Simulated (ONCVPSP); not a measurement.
**Plane-wave convergence, ONCV potential for N**

nitrogen (N), optimised norm-conserving Vanderbilt (ONCV), made with ONCVPSP 4.0.1 (PBE, scalar-relativistic). Core [He], reference 2s2 2p1 (charge +2). Waves: 2s: rc 0.90 bohr, ncon 4, nbas 8, qcut 9 1/bohr, 2 projectors, debl 0.3 Ha; 2p: rc 1.95 bohr, ncon 3, nbas 6, qcut 5.9 1/bohr, 2 projectors, debl 2.8 Ha. Local part: polynomial inside 0.60 bohr (lpopt 5, dvloc0 0 Ha). Core correction: none.

In the s channel the program set the typed energies aside and used -1.807, 0.250 Ha.

Task: For each optimised wave give the share of its norm inside rc, the residual kinetic energy above qcut (Ha) and the cutoffs (Ha) for errors of 10, 1, 0.1 and 0.01 mHa per electron.

Result:

```json
{"wave": "2s", "norm inside rc": "0.313", "residual KE": "1.1e-04", "10 mHa": "22.4", "1 mHa": "32.3", "0.1 mHa": "40.9", "0.01 mHa": "122.7"}
{"wave": "s projector 2", "norm inside rc": "0.034", "residual KE": "4.5e-05", "10 mHa": "14.0", "1 mHa": "25.6", "0.1 mHa": "35.0", "0.01 mHa": "212.9"}
{"wave": "2p", "norm inside rc": "0.916", "residual KE": "5.1e-05", "10 mHa": "11.6", "1 mHa": "14.3", "0.1 mHa": "17.0", "0.01 mHa": "35.5"}
{"wave": "p projector 2", "norm inside rc": "0.118", "residual KE": "6.4e-04", "10 mHa": "13.2", "1 mHa": "16.9", "0.1 mHa": "37.5", "0.01 mHa": "60.2"}
```

The occupied waves need 32 Ha and 41 Ha for 1 and 0.1 mHa. Its largest configuration-test error is +1205 meV.
